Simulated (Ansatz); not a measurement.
CH$_{6}$AlNS, SMILES `[CH3][Al]([NH2])[SH]`. The species carries charge 0 and has multiplicity 1.

```xyz
10

C    -0.985   -0.923    1.095
Al   -0.071    0.094   -0.285
N     1.554    0.749   -0.054
S    -1.080    0.441   -2.204
H    -1.107   -1.968    0.794
H    -1.988   -0.527    1.280
H    -0.440   -0.911    2.042
H     2.088    0.638    0.793
H     2.082    1.277   -0.729
H    -0.054    1.131   -2.730
```

(1) List the harmonic frequencies (cm⁻¹, unscaled) at PBE0-D4/def2-TZVP in Ansatz. (Estimate.)

(2) Is this a minimum?

(3) Give the ideal-gas thermochemistry at 298.15 K and 1 bar (rigid rotor, harmonic oscillator; point group C1, symmetry number 1).

Results:

(1) The calculation gave: 34, 145, 180, 201, 205, 353, 387, 441, 578, 624, 665, 670, 739, 850, 1224, 1442, 1445, 1568, 2713, 3043, 3121, 3130, 3610, 3701.

(2) Yes, all 24 modes are real.

(3) Zero-point energy 185.8 kJ/mol; H(298) − E = 208.7 kJ/mol; entropy 360.5 J/(mol·K), of which translation 165.1, rotation 111.9, vibration 83.5; G(298) − E = 101.2 kJ/mol. Modes under 100 cm⁻¹ are hindered rotations or soft bends, so the harmonic entropy is rough.
